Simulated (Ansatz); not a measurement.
The first iterations of a band of C₃H₆OSSe (12 atoms, charge 0, multiplicity 1).

Theory: RKS B3LYP/def2-SVP (Ansatz).

- movable images: 6
- climbing image: no
- spring: 5.0 eV/Å²
- optimiser: quadratic models (default)
- start path: through a guess of the saddle point
- force threshold: 0.05 eV/Å
- iteration limit: 43
- end points: relaxed

Initial state:

```xyz
12
Properties=species:S:1:pos:R:3
C 0.020 -1.364 -0.703
C -0.020 -0.126 0.185
S 1.655 0.361 0.823
C -0.644 1.066 -0.561
O -1.014 0.999 -1.699
Se -0.933 2.737 0.430
H 0.647 -1.188 -1.589
H 0.429 -2.221 -0.148
H -0.994 -1.622 -1.047
H -0.655 -0.297 1.070
H 1.789 -0.715 1.632
H -0.202 2.315 1.641
```

Final state:

```xyz
12
Properties=species:S:1:pos:R:3
C -0.115 -1.447 -0.569
C -0.091 -0.206 0.316
S 1.479 -0.019 1.276
C -0.348 1.069 -0.498
O -0.220 1.122 -1.690
Se -0.935 2.682 0.462
H 0.644 -1.379 -1.361
H 0.079 -2.345 0.034
H -1.097 -1.552 -1.059
H -0.855 -0.274 1.105
H 2.281 0.158 0.200
H -0.745 2.136 1.820
```

| iteration | highest image above the first end (eV) | largest band force component (eV/Å) |
| --- | --- | --- |
| 1 | 4.585 | 21.287 |
| 2 | 0.794 | 6.266 |
| 3 | 0.503 | 2.810 |
| 4 | 0.283 | 1.742 |

**Question.** Does the band converge within its limit, and where does its top end?

**Answer.** The run converged. It ended after 12 iterations with the highest image 0.047 eV above the first end. No image climbed, so the highest image needn't sit at the top of the path.

Run time: 5.5 min on 2 threads of AMD EPYC 7B13 (Zen 3), on a shared host, peak memory 0.45 GiB.
